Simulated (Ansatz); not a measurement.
Start from `OC(O)O[SiH3]` and change one atom or group to get `CCC(O)O`.

Ansatz, PBE0-D4/def2-TZVP geometries, multiplicity 1. Each molecule was computed in one conformer, which needn't be the lowest.

```
                                          property  `OC(O)O[SiH3]`
           HOMO–LUMO gap (ωB97M-V/def2-TZVPP) / eV           12.95
             LUMO energy (ωB97M-V/def2-TZVPP) / eV            1.91
                 LUMO energy (PBE/def2-TZVPP) / eV           -0.53
               HOMO energy (B3LYP/def2-TZVPP) / eV           -8.45
    size of the dipole moment (PBE/def2-TZVPP) / D            1.07
size of the dipole moment (ωB97M-V/def2-TZVPP) / D            1.10
```

What does the change do to each property? (Best estimate.)

Computed: 
```csv
property,`CCC(O)O`,shift
HOMO–LUMO gap (ωB97M-V/def2-TZVPP) / eV,13.07,0.12
LUMO energy (ωB97M-V/def2-TZVPP) / eV,2.50,0.59
LUMO energy (PBE/def2-TZVPP) / eV,0.25,0.78
HOMO energy (B3LYP/def2-TZVPP) / eV,-7.86,0.59
size of the dipole moment (PBE/def2-TZVPP) / D,0.20,-0.87
size of the dipole moment (ωB97M-V/def2-TZVPP) / D,0.20,-0.90
```

With PBE0 the HOMO rises by 0.56 eV and the LUMO rises by 0.78 eV, so the gap widens by about 0.22 eV. PBE moves the HOMO by 0.69 eV and ωB97M-V by 0.47 eV. Dipoles are sizes alone; their direction can turn.

B3LYP here is the variant with VWN-RPA as its local correlation; programs differ in this.
